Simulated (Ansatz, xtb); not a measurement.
**C4H6F2S: which of two isomers lies lower**

Structure X: `C[C@@H]1CC(F)(F)S1`, a singlet. Structure Y: `F[C@@H]1CS[C@@H](F)C1`, a singlet. Both are isolated molecules in the gas phase, relaxed with B3LYP/def2-SVP, each in the lowest conformer that the search found.

Quicker runs give these differences E(Y) − E(X): GFN2-xTB −7.0 kcal/mol; HF/STO-3G −6.2 kcal/mol (at GFN2-xTB geometries); r2SCAN-D4/def2-SVP −4.0 kcal/mol (at GFN2-xTB geometries).

Task: Estimate E(Y) − E(X) at the level CCSD(T)/def2-SVP + ΔMP2/def2-TZVPP.

Result: Calculated at CCSD(T)/def2-SVP + ΔMP2/def2-TZVPP: E(Y) − E(X) = −6.6 kcal/mol, so structure Y lies lower.

How the difference moves with the method:

```tsv
level	geometry	E(Y) − E(X) (kcal/mol)	departure from the last row (kcal/mol)	job, with rough time for the two
GFN2-xTB	GFN2-xTB	−7.0	−0.4	optimisation, 0.19 s
HF/STO-3G	GFN2-xTB	−6.2	+0.4	single point, 0.36 s
r2SCAN-D4/def2-SVP	GFN2-xTB	−4.0	+2.6	single point, 3.4 s
B3LYP/def2-SVP	B3LYP/def2-SVP	−4.3	+2.3	optimisation, 48 s
HF/def2-SVP	B3LYP/def2-SVP	−6.9	−0.3	part of the CCSD(T) run
MP2/def2-SVP	B3LYP/def2-SVP	−4.3	+2.3	part of the CCSD(T) run
CCSD(T)/def2-SVP	B3LYP/def2-SVP	−4.5	+2.1	single point
CCSD(T)/def2-SVP + ΔMP2/def2-TZVPP	B3LYP/def2-SVP	−6.6		single point, 62 s
```

As drawn, both hold the same kinds of bond in the same numbers. Structure X has 1 methyl group, Y 0. Structure X has a 4-membered ring, Y a 5-membered ring.

None of the levels shown reverses the order. The largest departure from CCSD(T)/def2-SVP + ΔMP2/def2-TZVPP is that of r2SCAN-D4/def2-SVP, 2.6 kcal/mol. The last row adds to CCSD(T) the change of the MP2 difference between the two basis sets, here −2.1 kcal/mol.

With thermal terms from frequencies at re-optimised GFN2-xTB minima (ideal gas, soft modes damped towards free rotors, one conformer each, 298.15 K, 1 atm): on the last row, ΔE + ΔZPE = −6.0, ΔH = −6.3, ΔG = −5.9 kcal/mol.

The correlated steps freeze 11 core orbitals. Codes used: Ansatz 0.2.0, xtb 6.7.1; the last row on 4 threads of Arm Neoverse V1 on a shared host.
